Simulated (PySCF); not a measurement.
Basis-set dependence of population analyses: `N[SiH2][SiH](F)F`

F₂H₅NSi₂.
Numbering: `[NH2:1][SiH2:2][SiH:3]([F:4])[F:5]` (hydrogens: H6, H7 on N1; H8, H9 on Si2; H10 on Si3)

PBE0 throughout (PySCF), one geometry, spherical d and f functions. Geometry: PBE0-D3(BJ)/def2-SVP, one conformer, isolated molecule. Atoms taken as equivalent share a column and are averaged.

Mulliken charges (e):

```tsv
basis	functions	N1	Si2	Si3	F4/F5	H6/H7	H8/H9	H10
STO-3G	38	-0.586	+0.511	+0.644	-0.255	+0.166	-0.125	-0.142
6-31G	63	-1.006	+0.499	+1.089	-0.460	+0.340	-0.098	-0.148
pcSseg-0	63	-1.047	+0.408	+1.152	-0.497	+0.330	-0.033	-0.113
6-31G*	88	-0.928	+0.328	+0.944	-0.402	+0.357	-0.071	-0.113
cc-pVDZ	103	-0.315	+0.173	+0.746	-0.318	+0.118	-0.053	-0.099
def2-SVP	103	-0.422	+0.270	+0.810	-0.347	+0.145	-0.070	-0.114
aug-cc-pVDZ	168	-0.273	-0.188	+0.967	-0.604	-0.039	+0.261	+0.258
6-311+G(2d,p)	181	-0.785	+0.457	+0.948	-0.465	+0.240	-0.052	-0.067
def2-TZVP	197	-0.637	+0.191	+0.676	-0.316	+0.246	-0.021	-0.048
cc-pVTZ	228	-0.359	+0.138	+0.664	-0.289	+0.147	-0.043	-0.074
IGLO-III	243	-0.670	+0.663	+1.071	-0.477	+0.205	-0.162	-0.196
```

IAO charges (e):

| basis | functions | N1 | Si2 | Si3 | F4/F5 | H6/H7 | H8/H9 | H10 |
| --- | --- | --- | --- | --- | --- | --- | --- | --- |
| STO-3G | 38 | -0.693 | +0.565 | +0.871 | -0.369 | +0.193 | -0.126 | -0.139 |
| 6-31G | 63 | -0.804 | +0.447 | +1.071 | -0.496 | +0.271 | -0.079 | -0.106 |
| pcSseg-0 | 63 | -0.773 | +0.412 | +1.068 | -0.482 | +0.256 | -0.072 | -0.112 |
| 6-31G* | 88 | -0.827 | +0.545 | +1.190 | -0.521 | +0.266 | -0.121 | -0.153 |
| cc-pVDZ | 103 | -0.820 | +0.546 | +1.170 | -0.518 | +0.264 | -0.119 | -0.149 |
| def2-SVP | 103 | -0.812 | +0.553 | +1.179 | -0.518 | +0.260 | -0.124 | -0.156 |
| aug-cc-pVDZ | 168 | -0.851 | +0.552 | +1.187 | -0.530 | +0.275 | -0.116 | -0.146 |
| 6-311+G(2d,p) | 181 | -0.863 | +0.577 | +1.207 | -0.535 | +0.276 | -0.124 | -0.155 |
| def2-TZVP | 197 | -0.861 | +0.582 | +1.221 | -0.537 | +0.274 | -0.128 | -0.160 |
| cc-pVTZ | 228 | -0.855 | +0.570 | +1.210 | -0.533 | +0.274 | -0.125 | -0.157 |
| IGLO-III | 243 | -0.865 | +0.581 | +1.214 | -0.536 | +0.276 | -0.126 | -0.157 |

Hirshfeld charges (e):

```csv
basis,functions,N1,Si2,Si3,F4/F5,H6/H7,H8/H9,H10
STO-3G,38,-0.321,+0.335,+0.442,-0.175,+0.089,-0.091,-0.101
6-31G,63,-0.316,+0.279,+0.446,-0.230,+0.122,-0.067,-0.061
pcSseg-0,63,-0.321,+0.294,+0.483,-0.229,+0.118,-0.079,-0.077
6-31G*,88,-0.302,+0.260,+0.405,-0.197,+0.125,-0.074,-0.070
cc-pVDZ,103,-0.301,+0.276,+0.402,-0.194,+0.123,-0.080,-0.077
def2-SVP,103,-0.306,+0.283,+0.417,-0.198,+0.123,-0.082,-0.079
aug-cc-pVDZ,168,-0.319,+0.287,+0.430,-0.211,+0.120,-0.074,-0.071
"6-311+G(2d,p)",181,-0.315,+0.286,+0.432,-0.211,+0.120,-0.075,-0.072
def2-TZVP,197,-0.315,+0.280,+0.418,-0.202,+0.124,-0.076,-0.073
cc-pVTZ,228,-0.315,+0.280,+0.414,-0.199,+0.124,-0.077,-0.074
IGLO-III,243,-0.318,+0.283,+0.422,-0.204,+0.121,-0.075,-0.072
```

ESP-fitted charges (e):

```json
{"basis": "STO-3G", "functions": "38", "N1": "-0.924", "Si2": "+0.509", "Si3": "+0.431", "F4/F5": "-0.186", "H6/H7": "+0.329", "H8/H9": "-0.109", "H10": "-0.084"}
{"basis": "6-31G", "functions": "63", "N1": "-1.222", "Si2": "+0.470", "Si3": "+0.819", "F4/F5": "-0.377", "H6/H7": "+0.474", "H8/H9": "-0.086", "H10": "-0.088"}
{"basis": "pcSseg-0", "functions": "63", "N1": "-1.172", "Si2": "+0.486", "Si3": "+0.855", "F4/F5": "-0.360", "H6/H7": "+0.451", "H8/H9": "-0.108", "H10": "-0.135"}
{"basis": "6-31G*", "functions": "88", "N1": "-1.024", "Si2": "+0.405", "Si3": "+0.557", "F4/F5": "-0.258", "H6/H7": "+0.413", "H8/H9": "-0.088", "H10": "-0.073"}
{"basis": "cc-pVDZ", "functions": "103", "N1": "-0.894", "Si2": "+0.325", "Si3": "+0.599", "F4/F5": "-0.271", "H6/H7": "+0.370", "H8/H9": "-0.074", "H10": "-0.080"}
{"basis": "def2-SVP", "functions": "103", "N1": "-0.935", "Si2": "+0.374", "Si3": "+0.617", "F4/F5": "-0.275", "H6/H7": "+0.380", "H8/H9": "-0.088", "H10": "-0.091"}
{"basis": "aug-cc-pVDZ", "functions": "168", "N1": "-0.951", "Si2": "+0.373", "Si3": "+0.565", "F4/F5": "-0.269", "H6/H7": "+0.381", "H8/H9": "-0.074", "H10": "-0.061"}
{"basis": "6-311+G(2d,p)", "functions": "181", "N1": "-0.993", "Si2": "+0.364", "Si3": "+0.608", "F4/F5": "-0.283", "H6/H7": "+0.398", "H8/H9": "-0.071", "H10": "-0.069"}
{"basis": "def2-TZVP", "functions": "197", "N1": "-0.978", "Si2": "+0.371", "Si3": "+0.576", "F4/F5": "-0.267", "H6/H7": "+0.396", "H8/H9": "-0.078", "H10": "-0.071"}
{"basis": "cc-pVTZ", "functions": "228", "N1": "-0.928", "Si2": "+0.365", "Si3": "+0.562", "F4/F5": "-0.259", "H6/H7": "+0.377", "H8/H9": "-0.081", "H10": "-0.073"}
{"basis": "IGLO-III", "functions": "243", "N1": "-0.956", "Si2": "+0.376", "Si3": "+0.536", "F4/F5": "-0.257", "H6/H7": "+0.385", "H8/H9": "-0.077", "H10": "-0.059"}
```

Some averages cover members that differ in this geometry, most widely: H8/H9, ESP-fitted in pcSseg-0 -0.144 to -0.072; H8/H9, ESP-fitted in 6-311+G(2d,p) -0.102 to -0.040; H8/H9, ESP-fitted in 6-31G -0.116 to -0.055; H8/H9, ESP-fitted in aug-cc-pVDZ -0.105 to -0.044 e.

**Question.** Which scheme is steadiest as the basis changes?

**Answer.** Largest range over the bases for any column: Hirshfeld 0.08 e, IAO 0.35 e, ESP-fitted 0.42 e, Mulliken 0.85 e. Hirshfeld charges move least and Mulliken charges most, counted in e. Without the minimal STO-3G basis the ranges are Hirshfeld 0.08, IAO 0.17, ESP-fitted 0.33, Mulliken 0.85 e.

**Question.** How much do the charges still move between the two largest bases, cc-pVTZ and IGLO-III?

**Answer.** At most, over all atoms: Mulliken 0.525 e, IAO 0.011 e, Hirshfeld 0.007 e, ESP-fitted 0.028 e.

**Question.** What do the same runs give for the total energy, the frontier levels and the dipole moment?

**Answer.** 
```tsv
basis	energy (Eh)	HOMO (eV)	LUMO (eV)	μ (D)
STO-3G	-825.6703	-3.53	6.04	2.02
6-31G	-835.8712	-7.37	-0.37	4.30
pcSseg-0	-834.7528	-7.34	-0.44	3.74
6-31G*	-836.0192	-7.36	-0.28	3.41
cc-pVDZ	-836.0591	-7.40	-0.33	3.45
def2-SVP	-835.6794	-7.45	-0.31	3.41
aug-cc-pVDZ	-836.0969	-7.65	-0.93	3.41
6-311+G(2d,p)	-836.1825	-7.70	-0.94	3.49
def2-TZVP	-836.2160	-7.64	-0.74	3.41
cc-pVTZ	-836.2010	-7.58	-0.62	3.33
IGLO-III	-836.2195	-7.67	-0.74	3.37
```

The dipole is fixed by the density alone, so its range of 2.28 D shows that the density itself changes with the basis, not only its division among atoms.
